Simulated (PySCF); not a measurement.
An unknown shows these calculated signals:

1H NMR (300 MHz, computed): δ 11.46 (br s, 1H), 8.41 (m, 1H), 4.85 (m, 1H), 4.75 (m, 1H), 4.71 (m, 1H), 4.68 (m, 1H), 4.56 (m, 1H), 0.80 (m, 1H), 0.75 (m, 1H).

13C{1H} NMR (computed): δ 172.1 (CH), 130.9 (C), -1.7 (CH2).

Calculated, not measured (PySCF): shieldings: GIAO PBE0/pcSseg-1, structure optimised with GFN2-xTB. One computed conformer, relativity neglected, in vacuum.

δ = σ(ref) − σ, references computed at the same level: TMS for 1H, 13C.

Problem. Which of these does the molecule contain: a (CH3)2CH unit, a Si–H bond, a three-membered ring, an NH or NH2 group, an N-methyl group?

Solution. 
- A (CH3)2CH unit: no.
- A Si–H bond: yes (δH 4.85 (m)).
- A three-membered ring: no.
- An NH or NH2 group: yes (δH 11.46 (br s)).
- An N-methyl group: no.

The data belong to `[H]/N=C\C(F)(F)[Si@@H]1C[SiH2][SiH2]1`, C$_{3}$H$_{9}$F$_{2}$NSi$_{3}$; they needn't prove each group on their own.

Carbon signals by region: 1 in the far downfield region (above 160 ppm), 1 in the sp2 and nitrile region (100–160 ppm), 1 below 50 ppm. Above 160 ppm: 172.1, C=N carbon.

Exchangeable OH/NH protons stand at their gas-phase positions; hydrogen bonding in a real sample shifts them, mostly to higher δ. Splittings by 19F in the carbon and heteronuclear signals aren't shown, as no couplings were computed. Shifts are as computed. Against solution values, carbons near 30 ppm lie about +3 ppm off and those near 130 ppm about +5 ppm. Of 1211 compounds with measured shifts, 218 miss one by over three times the rms of a fit or turn the order of signals round; such compounds aren't used in these exercises. Multiplicities follow the n + 1 count of equivalent neighbours, as no J values were calculated; m marks all less simple cases, F and P coupling included.
